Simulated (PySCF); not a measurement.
A PySCF script (with the pyscf-properties extension) for the NMR shieldings of `C/C=C(\B(O)O)S(=O)(=O)O`, C3H7BO5S, on a GFN2-xTB geometry:

```python
import basis_set_exchange as bse
import numpy as np
from pyscf import gto, dft
from pyscf.prop import nmr

atoms = """
C     2.022036   -1.366386    0.123178
C     0.608337   -1.089944    0.483959
C    -0.064407    0.013658    0.184154
B     0.325675    1.326331   -0.599323
O     1.424857    1.321445   -1.389163
O    -0.415348    2.441328   -0.500622
S    -1.747330    0.021573    0.741093
O    -2.064728   -1.109074    1.563012
O    -2.112665    1.326302    1.220665
O    -2.532866   -0.200856   -0.661609
H     2.430569   -0.555061   -0.469329
H     2.610844   -1.496047    1.030187
H     2.079483   -2.297169   -0.438705
H     0.094174   -1.856520    1.053817
H     1.568142    2.159433   -1.833654
H    -1.173404    2.372994    0.099195
H    -3.060367   -0.999978   -0.616764
"""
names = dict.fromkeys(["C", "B", "O", "S", "H"], "pcSseg-1")
basis = {el: gto.basis.parse(bse.get_basis(n, elements=[el], fmt="nwchem")) for el, n in names.items()}
mol = gto.M(atom=atoms, basis=basis, charge=0, verbose=0)
mf = dft.RKS(mol, xc="PBE0")
mf.grids.level = 2
mf.grids.alignment = dft.numint.BLKSIZE   # the property module wants whole blocks of grid points
mf.conv_tol = 1e-9
mf.kernel()

calc = nmr.RKS(mf)   # GIAO
C = mf.mo_coeff
Co = C[:, mf.mo_occ > 0]
resp = mf.gen_response(singlet=True, hermi=2)
def vind(x):   # induced exchange potential for any number of trial vectors
    d = np.einsum("pi,xij,qj->xpq", C, 2 * x.reshape(-1, C.shape[1], Co.shape[1]), Co, optimize=True)
    return np.einsum("xpq,pi,qj->xij", resp(d - d.transpose(0, 2, 1)), C, Co, optimize=True).ravel()
mo1, _ = nmr.rhf.solve_mo1(calc, with_cphf=vind)
sigma = calc.kernel(mo1)
for i, s in enumerate(sigma):   # ppm
    w = np.linalg.eigvalsh((s + s.T) / 2)
    print("%2d %-2s iso %8.1f  s11 %8.1f  s22 %8.1f  s33 %8.1f" % (i, mol.atom_pure_symbol(i), w.mean(), *w))
```

Q: What are the results?

A: 
```
 0 C  iso    166.8  s11    146.9  s22    172.0  s33    181.5
 1 C  iso     22.8  s11    -94.0  s22     -2.2  s33    164.6
 2 C  iso     47.3  s11    -37.1  s22     60.3  s33    118.7
 3 B  iso     77.3  s11     54.7  s22     82.4  s33     94.8
 4 O  iso    222.2  s11    129.3  s22    258.9  s33    278.4
 5 O  iso    188.1  s11     72.5  s22    221.8  s33    269.9
 6 S  iso    175.5  s11     38.9  s22    158.6  s33    328.9
 7 O  iso    124.9  s11     75.7  s22    128.6  s33    170.4
 8 O  iso    106.7  s11     68.7  s22    109.0  s33    142.3
 9 O  iso    124.8  s11     31.8  s22     59.4  s33    283.2
10 H  iso     28.2  s11     21.8  s22     29.2  s33     33.6
11 H  iso     29.7  s11     26.0  s22     27.1  s33     36.1
12 H  iso     29.7  s11     26.1  s22     27.2  s33     35.9
13 H  iso     23.9  s11     20.3  s22     21.4  s33     30.1
14 H  iso     27.3  s11     21.2  s22     23.3  s33     37.5
15 H  iso     23.3  s11     12.5  s22     21.4  s33     36.0
16 H  iso     27.2  s11     22.2  s22     22.7  s33     36.7
```

These numbers come from an equivalent density-fitted implementation of the same equations, which agrees with the script to about 0.01 ppm for H and up to a few tenths of a ppm for heavy atoms, so last digits may differ.

Size and cost of the density-fitted run: 212 basis functions, 75 s wall time on 1 thread of an Arm Neoverse N1, shared host; peak memory 0.93 GiB.
